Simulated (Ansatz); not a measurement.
System: C₃H₁₃NSi₂, charge 0, multiplicity 1. 
Geometry from a B3LYP-D3(BJ)/def2-TZVP (Ansatz, a quantum-chemistry and plane-wave program) optimisation:
```xyz
19

C     -2.3824    -0.5731    -0.7329
N     -1.6874     0.2208     0.2625
C     -2.5793     1.0416     1.0608
Si    -0.0284     0.6517     0.0680
C      1.0053    -0.8398    -0.3943
Si     2.8507    -0.5977    -0.1531
H     -1.6843    -1.2166    -1.2690
H     -3.1269    -1.2193    -0.2544
H     -2.9094     0.0461    -1.4735
H     -3.1288     1.7785     0.4571
H     -2.0175     1.5823     1.8230
H     -3.3201     0.4152     1.5704
H      0.4047     1.2260     1.3650
H      0.2155     1.6877    -0.9788
H      0.8290    -1.0927    -1.4438
H      0.6873    -1.6973     0.2058
H      3.6141    -1.7434    -0.7054
H      3.1651    -0.4767     1.2904
H      3.3087     0.6365    -0.8361
```

Property: vertical triplet-singlet gap (E(triplet) - E(singlet); each state is the SCF solution reached for its spin), in kJ/mol. Correlated levels leave the core frozen unless marked. UHF or UKS for open shells. Spin-orbit coupling is left out. No relativistic terms. 

```json
[
 {"level": "HF/aug-cc-pV(D+d)Z", "program": "Ansatz", "vertical triplet-singlet gap (kJ/mol)": "455.0"},
 {"level": "HF/aug-cc-pV(T+d)Z", "program": "Ansatz", "vertical triplet-singlet gap (kJ/mol)": "455.0"},
 {"level": "SVWN5/def2-TZVPD", "program": "Ansatz", "vertical triplet-singlet gap (kJ/mol)": "471.5"},
 {"level": "PBE/def2-TZVPD", "program": "Ansatz", "vertical triplet-singlet gap (kJ/mol)": "477.7"},
 {"level": "r2SCAN/def2-TZVPD", "program": "Ansatz", "vertical triplet-singlet gap (kJ/mol)": "495.2"},
 {"level": "B3LYP/def2-TZVPD", "program": "Ansatz", "vertical triplet-singlet gap (kJ/mol)": "507.3"},
 {"level": "PBE0/def2-TZVPD", "program": "Ansatz", "vertical triplet-singlet gap (kJ/mol)": "508.2"},
 {"level": "BHLYP/def2-TZVPD", "program": "Ansatz", "vertical triplet-singlet gap (kJ/mol)": "527.4"},
 {"level": "CAM-B3LYP/def2-TZVPD", "program": "Ansatz", "vertical triplet-singlet gap (kJ/mol)": "534.4"},
 {"level": "wB97M-V/def2-TZVPD", "program": "Ansatz", "vertical triplet-singlet gap (kJ/mol)": "553.0"},
 {"level": "wB97X-V/def2-TZVPD", "program": "Ansatz", "vertical triplet-singlet gap (kJ/mol)": "562.6"},
 {"level": "B2PLYP/def2-TZVPD", "program": "Ansatz", "vertical triplet-singlet gap (kJ/mol)": "529.8"},
 {"level": "MP2/aug-cc-pV(D+d)Z", "program": "Ansatz", "vertical triplet-singlet gap (kJ/mol)": "549.8"},
 {"level": "RI-MP2/aug-cc-pV(T+d)Z", "program": "Ansatz", "vertical triplet-singlet gap (kJ/mol)": "563.8"},
 {"level": "SCS-MP2/aug-cc-pV(D+d)Z", "program": "Ansatz", "vertical triplet-singlet gap (kJ/mol)": "552.6"},
 {"level": "CCSD/aug-cc-pV(D+d)Z", "program": "Ansatz", "vertical triplet-singlet gap (kJ/mol)": "516.6"},
 {"level": "CCSD(T)/aug-cc-pV(D+d)Z", "program": "Ansatz", "vertical triplet-singlet gap (kJ/mol)": "515.0"}
]
```
